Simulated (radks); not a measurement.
Values are calculated unless marked as measured or tabulated.
Numerical settings for the rubidium ion Rb2+, [Ar] 3d10 4s2 4p5. Level of theory: non-relativistic Kohn-Sham, BLYP, spin-polarised, spherical densities, point nucleus; open shells are filled with parallel spins first (spin-orbit coupling, left out, can overturn this in heavy ions); relativity is left out, which matters for an element this heavy (a radial shooting solver on a logarithmic mesh with Libxc functionals). The defaults (mesh step 0.008 in ln r, mesh end at 40 bohr or more with all orbitals vanishing there, Anderson mixing 0.5 over 9 steps, residual threshold near 1e-9 with the energy settled to 1e-9 hartree or 1e-11 of itself, here a cap of 52 iterations) give E = -2939.0202 hartree and 4p at -33.018 eV in 14 iterations. Run on one thread of a shared host, so times are rough (Arm Neoverse V2): 0.14 s of CPU time, 0.14 s wall, 14 iterations on 2486 mesh points. Changes against that run (0 stands for a change within the tolerance of the run):

\begin{tabular}{lrrrrr}
setting & iterations & converged & E (mhartree) & e(4p) (meV) & CPU (s) \\ \hline
mesh step in ln r 0.005 & 14 & yes & 0 & 0 & 0.21 \\
mesh step in ln r 0.2 & 4 & no & diverged & - & 0.01 \\
mesh step in ln r 0.12 & 2 & no & diverged & - & 0.01 \\
mesh end (bohr) 8 & 14 & yes & +0.00104 & +0.0706 & 0.13 \\
mesh end (bohr) 12 & 14 & yes & 0 & 0 & 0.13 \\
residual threshold 0.01 & 10 & yes & 0 & +0.0153 & 0.11 \\
residual threshold 0.1 & 10 & yes & 0 & +0.0153 & 0.11 \\
mixing 2.5 & 14 & yes & 0 & 0 & 0.14 \\
linear mixing, mixing 0.5 & 30 & yes & 0 & 0 & 0.23 \\
linear mixing, mixing 0.05 & 52 & no & +0.89 & -859 & 0.47 \\
mixing history 3 & 16 & yes & 0 & 0 & 0.15 \\
iteration cap 3 & 3 & no & +11.3 & -1.46e+03 & 0.04 \\
\end{tabular}

No run marked as converged misses the energy by more than 1 mhartree. A mesh that ends early acts as a hard wall.
